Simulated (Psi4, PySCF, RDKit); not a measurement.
Conformational energy of SMILES [SiH3][CH2][GeH3]. Scanned: dihedral H4–Si1–C2–Ge3; all other coordinates were relaxed at GFN2-xTB.

Atom numbering (GFN2-xTB optimised geometry, Å):
```
11

Si    -1.6034     0.3468     0.0364
C     -0.0877    -0.7569    -0.2717
Ge     1.6130     0.1343     0.1339
H     -2.8093    -0.4175    -0.2979
H     -1.6449     0.7429     1.4461
H     -1.5237     1.5387    -0.8115
H     -0.0741    -1.0793    -1.3131
H     -0.1623    -1.6604     0.3339
H      1.6943     0.5557     1.5669
H      2.7860    -0.7660    -0.1254
H      1.8120     1.3617    -0.6977
```

Levels: PBE/def2-TZVP // GFN2-xTB (Psi4); RKS-M06-2X/6-31G* = PySCF with restricted M06-2X/6-31G*, spherical d // GFN2-xTB; RKS-B3LYP/LANL2DZ = PySCF with restricted B3LYP/LANL2DZ, with its core potentials past Ne // GFN2-xTB; HF/cc-pVTZ // GFN2-xTB (Psi4); UFF // GFN2-xTB (RDKit); MP2/cc-pVTZ = DF-MP2 (frozen core)/cc-pVTZ // GFN2-xTB (Psi4).

Energies in kcal/mol, each method relative to its own lowest point.

```csv
φ / °,PBE/def2-TZVP,RKS-M06-2X/6-31G*,RKS-B3LYP/LANL2DZ,HF/cc-pVTZ,UFF,MP2/cc-pVTZ
0,1.12,1.05,0.85,1.20,1.98,1.31
10,1.04,0.98,0.80,1.12,1.83,1.22
20,0.82,0.77,0.63,0.88,1.45,0.96
30,0.54,0.50,0.41,0.57,0.95,0.62
40,0.27,0.24,0.20,0.28,0.47,0.30
50,0.07,0.06,0.05,0.07,0.12,0.08
60,0.00,0.00,0.00,0.00,0.00,0.00
70,0.08,0.07,0.06,0.08,0.12,0.09
80,0.28,0.26,0.21,0.29,0.46,0.32
90,0.55,0.52,0.42,0.59,0.94,0.65
100,0.83,0.78,0.64,0.89,1.45,0.98
110,1.04,0.98,0.79,1.12,1.83,1.23
```

Root-mean-square difference from the MP2/cc-pVTZ profile, itself a level with limits, after the best constant shift (kcal/mol): PBE/def2-TZVP 0.07, RKS-M06-2X/6-31G* 0.09, RKS-B3LYP/LANL2DZ 0.16, HF/cc-pVTZ 0.04, UFF 0.23.
